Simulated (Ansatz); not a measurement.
Reaction (redistribution): `C[SiH2]F` + `[F][GaH][GaH2]` → `C[SiH2][GaH2]` + `[F][GaH][F]`

Gas-phase electronic energies from Ansatz, PBE0-D4/def2-TZVP geometries. CCSD(T)/CBS adds triple-zeta CCSD(T) − MP2 to the extrapolated MP2 energy (def2 sets, frozen cores). DFT in def2-TZVPP. For Ga outer-core shells are correlated without core-valence functions, which leaves a few kJ/mol of doubt a bond. Scalar relativity is left out up to krypton.

**Question.** Is it downhill or uphill in electronic energy at CCSD(T)/CBS, and by how much? (Best estimate.)

**Answer.** Computed: Uphill: ΔE = +81.9 kJ/mol.

**Question.** What do these levels give: LDA (SPW92), BLYP-D4, B97M-V, r2SCANh-D4, r2SCAN0-D4, CAM-B3LYP-D4, B2PLYP, PBE-QIDH, BLYP, CCSD/def2-SVP, MP2/def2-TZVPP, MP2/def2-QZVPP? (Best estimate.)

**Answer.** Computed: LDA (SPW92) 73.7, BLYP-D4 78.8, B97M-V 75.9, r2SCANh-D4 76.5, r2SCAN0-D4 78.2, CAM-B3LYP-D4 83.1, B2PLYP 80.8, PBE-QIDH 74.3, BLYP 82.8, CCSD/def2-SVP 52.5, MP2/def2-TZVPP 73.8, MP2/def2-QZVPP 78.6 kJ/mol.

Largest T1 diagnostic among the species: 0.015.

Leaving LDA and LC-ωPBE aside and taking each functional with its dispersion term where it has one, the values, not all of them listed here, spread over 20.8 kJ/mol, from revPBE-D4 to BHLYP-D4. The D4 term adds −3.1 kJ/mol with B3LYP and −1.8 kJ/mol with PBE0; it sums over pairs of atoms, weighted by their polarisabilities, and B3LYP, whose exchange is more repulsive, gets the larger term.

B3LYP here is the variant with VWN-RPA as its local correlation; programs differ in this.
